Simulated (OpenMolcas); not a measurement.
# Multiconfigurational calculation on Er3+

Input:

```
&GATEWAY
Coord
1

Er 0.0 0.0 0.0
Basis=ANO-RCC-VTZP
Group=XYZ
NoMove
AngMom=0.0 0.0 0.0
AMFI
&SEWARD
* reference wave functions (RASSCF and RASSI steps not shown): 11 electrons in 7 orbitals (4f)
>>> COPY JOB001 $Project.JobIph
&CASPT2
Multistate=35 1 2 3 4 5 6 7 8 9 10 11 12 13 14 15 16 17 18 19 20 21 22
23 24 25 26 27 28 29 30 31 32 33 34 35
Frozen=9 9
IPEA=0.25
Imaginary=0.1
MaxIter=60
WThr=0.0 0.3 0.05
PrWF=0.5
NoMix
>>> COPY JOB002 $Project.JobIph
&CASPT2
Multistate=96 1 2 3 4 5 6 7 8 9 10 11 12 13 14 15 16 17 18 19 20 21 22
23 24 25 26 27 28 29 30 31 32 33 34 35 36 37 38 39 40 41 42 43 44 45 46
47 48 49 50 51 52 53 54 55 56 57 58 59 60 61 62 63 64 65 66 67 68 69 70
71 72 73 74 75 76 77 78 79 80 81 82 83 84 85 86 87 88 89 90 91 92 93 94
95 96
NoMult
Frozen=9 9
IPEA=0.25
Imaginary=0.1
MaxIter=60
WThr=0.0 0.3 0.05
PrWF=0.5
NoMix
```

Launched by
```bash
OMP_NUM_THREADS=1 MOLCAS_MEM=2252 MOLCAS_PROJECT=a pymolcas a.inp > a.log  # once for each step of the input, in one work folder
```

Output, cut to the results:

```
--- CASPT2 ---
Orbital specifications:
      -----------------------

      Symmetry species                           1   2
                                                ag  au
      Frozen orbitals                            9   9
      Inactive orbitals                          6   3
      Active orbitals                            0   7
      Secondary orbitals                        36  34
      Deleted orbitals                           0   0
      Number of basis functions                 51  53
Type of calculation                        MS-CASPT2
      Fock operator                              state-specific
      IPEA shift                                 0.25
      Real shift                                 0.00
      Imaginary shift                            0.10
      The input orbitals will be transformed to quasi-canonical
Reference energy:      -13072.9595319308
      E2 (Non-variational):      -1.4054695259
      Shift correction:          -0.0002644033
      E2 (Variational):          -1.4057339292
      Total energy:          -13074.3652658599
      Residual norm:              0.0000004672
      Reference weight:           0.86885
      Contributions to the CASPT2 correlation energy
      Active & Virtual Only:         -0.4318082397
      One Inactive Excited:          -0.6363690709
      Two Inactive Excited:          -0.3372922154
Reference energy:      -13072.9595319308
      E2 (Non-variational):      -1.4069532746
      Shift correction:          -0.0002659894
      E2 (Variational):          -1.4072192640
      Total energy:          -13074.3667511948
      Residual norm:              0.0000004068
      Reference weight:           0.86850
      Contributions to the CASPT2 correlation energy
      Active & Virtual Only:         -0.4325809134
      One Inactive Excited:          -0.6369466327
      Two Inactive Excited:          -0.3374257286
::    CASPT2 Root  1     Total energy: -13074.36526586
::    CASPT2 Root  2     Total energy: -13074.36675119
::    CASPT2 Root  3     Total energy: -13074.36671597
::    CASPT2 Root  4     Total energy: -13074.36653123
::    CASPT2 Root  5     Total energy: -13074.36702392
::    CASPT2 Root  6     Total energy: -13074.36613119
::    CASPT2 Root  7     Total energy: -13074.36607875
::    CASPT2 Root  8     Total energy: -13074.36836361
::    CASPT2 Root  9     Total energy: -13074.36624857
::    CASPT2 Root 10     Total energy: -13074.36839219
::    CASPT2 Root 11     Total energy: -13074.36530501
::    CASPT2 Root 12     Total energy: -13074.36877870
::    CASPT2 Root 13     Total energy: -13074.36801049
::    CASPT2 Root 14     Total energy: -13074.30270487
::    CASPT2 Root 15     Total energy: -13074.30252496
::    CASPT2 Root 16     Total energy: -13074.30243071
::    CASPT2 Root 17     Total energy: -13074.30274024
::    CASPT2 Root 18     Total energy: -13074.30267353
::    CASPT2 Root 19     Total energy: -13074.30300608
::    CASPT2 Root 20     Total energy: -13074.30291034
::    CASPT2 Root 21     Total energy: -13074.30253553
::    CASPT2 Root 22     Total energy: -13074.26341291
::    CASPT2 Root 23     Total energy: -13074.26269948
::    CASPT2 Root 24     Total energy: -13074.26259600
::    CASPT2 Root 25     Total energy: -13074.26216141
::    CASPT2 Root 26     Total energy: -13074.26382155
::    CASPT2 Root 27     Total energy: -13074.26404686
::    CASPT2 Root 28     Total energy: -13074.26238103
::    CASPT2 Root 29     Total energy: -13074.26257912
::    CASPT2 Root 30     Total energy: -13074.26400165
--- CASPT2 ---
Orbital specifications:
      -----------------------

      Symmetry species                           1   2
                                                ag  au
      Frozen orbitals                            9   9
      Inactive orbitals                          6   3
      Active orbitals                            0   7
      Secondary orbitals                        36  34
      Deleted orbitals                           0   0
      Number of basis functions                 51  53
Type of calculation                        SS-CASPT2
      Fock operator                              state-specific
      IPEA shift                                 0.25
      Real shift                                 0.00
      Imaginary shift                            0.10
      The input orbitals will be transformed to quasi-canonical
Reference energy:      -13072.8773523540
      E2 (Non-variational):      -1.4196622918
      Shift correction:          -0.0002753749
      E2 (Variational):          -1.4199376667
      Total energy:          -13074.2972900207
      Residual norm:              0.0000002834
      Reference weight:           0.86662
      Contributions to the CASPT2 correlation energy
      Active & Virtual Only:         -0.4411127143
      One Inactive Excited:          -0.6351636400
      Two Inactive Excited:          -0.3433859375
Reference energy:      -13072.8773523540
      E2 (Non-variational):      -1.4197238559
      Shift correction:          -0.0002755293
      E2 (Variational):          -1.4199993851
      Total energy:          -13074.2973517391
      Residual norm:              0.0000002870
      Reference weight:           0.86660
      Contributions to the CASPT2 correlation energy
      Active & Virtual Only:         -0.4411415184
      One Inactive Excited:          -0.6351984629
      Two Inactive Excited:          -0.3433838745
::    CASPT2 Root  1     Total energy: -13074.29729002
::    CASPT2 Root  2     Total energy: -13074.29735174
::    CASPT2 Root  3     Total energy: -13074.29729598
::    CASPT2 Root  4     Total energy: -13074.29756118
::    CASPT2 Root  5     Total energy: -13074.29724484
::    CASPT2 Root  6     Total energy: -13074.29739017
::    CASPT2 Root  7     Total energy: -13074.29723990
::    CASPT2 Root  8     Total energy: -13074.29731472
::    CASPT2 Root  9     Total energy: -13074.29717323
...
```

Levels above the lowest, from the spin-orbit matrix with the single-state CASPT2 energies, averaged by term, on its diagonal:

```
Configuration    Term     J  E (cm-1)  Measured (cm-1)      g  Term weight %     Second
         4f11     4I*  15/2       0.0              0.0  1.197             97      3 2K*
         4f11     4I*  13/2      6640             6508  1.107             99           
         4f11     4I*  11/2     10260            10172  0.990             81  17 2H*(1)
         4f11     4I*   9/2     12420                   0.891             52  23 2H*(1)
         4f11     4F*   9/2     15710            15405  1.141             58     26 4I*
         4f11     4S*   3/2     19200                   1.706             69     18 2P*
         4f11  2H*(1)  11/2     19740            19332  1.115             57     25 4G*
         4f11     4F*   7/2     21140                   1.210             91      8 2G*
         4f11     4F*   5/2     22970                   1.050             86  12 2D*(1)
         4f11     4F*   3/2     23250                   0.745             63  20 2D*(1)
         4f11     2G*   9/2     24840                   1.062             31     26 4F*
         4f11     4G*  11/2     27640            26708  1.218             71  26 2H*(1)
         4f11     2K*  15/2     28580                   1.064             92      5 2L*
         4f11     2G*   7/2     28970                   0.947             61     29 4G*
         4f11     4G*   9/2     29030            27767  1.114             78  15 2H*(1)
         4f11     2P*   3/2     32740                   1.041             36     25 4F*
         4f11     2K*  13/2     33990                   0.946             91      8 2I*
         4f11     2P*   1/2     34740                   0.624             94      6 4D*
         4f11     4G*   5/2     35350                   0.613             90      6 2F*
         4f11     4G*   7/2     35490                   0.962             67     30 2G*
         4f11  2D*(1)   5/2     36690                   1.174             72     13 4F*
         4f11     2G*   9/2     37090                   1.043             38  36 2H*(1)
         4f11     4D*   5/2     41200                   1.271             50  35 2D*(2)
         4f11     4D*   7/2     42880                   1.415             95      4 2F*
```

Against the 6 measured excited levels shown (the list in Tchang-Brillet, Wyart, Meftah and Ait Mammar, Atoms 6, 52 (2018)) the mean absolute deviation is 520 cm-1; the largest miss in energy is 4f11 4G* 9/2: computed 29030, measured 27767 cm-1 (+4.6 %).

Term energies are means over components that CASPT2 splits; among the terms shown or strongly mixed into the levels shown the widest spread is 770 cm-1 (4f11 4I*). High states are left out of the spin-orbit mixing, which shifts the levels that they would mix with. The CASPT2 spread within a term exceeds the gap to the next term for 4f11 4F* and 4f11 4S*, so the order of their levels is uncertain, and so are names and mixing where such terms share a J. Computed and measured levels are paired by configuration, term and J; levels that our copy of the source lacks, or whose pairing is in doubt (as where it misses far off the trend of its configuration), stay unpaired and out of the deviations. Only configurations of the active space appear. The first state left out of the spin-orbit step lies near 78000 cm-1 above the lowest spin-free state of the reference (among the parities and spins computed), and the list stops at four fifths of that energy or lower. The table shows the lowest 24 of 36 levels.

The CASPT2 steps took 87 s on 1 thread of Intel(R) Xeon(R) 6975P-C (Granite Rapids) (shared host); the integral step is not counted.

The term weight is that of the spin-free term in the level, not the purity of its configuration. A number in round brackets counts repeated terms of one configuration in the order of the reference energies. * marks odd parity.
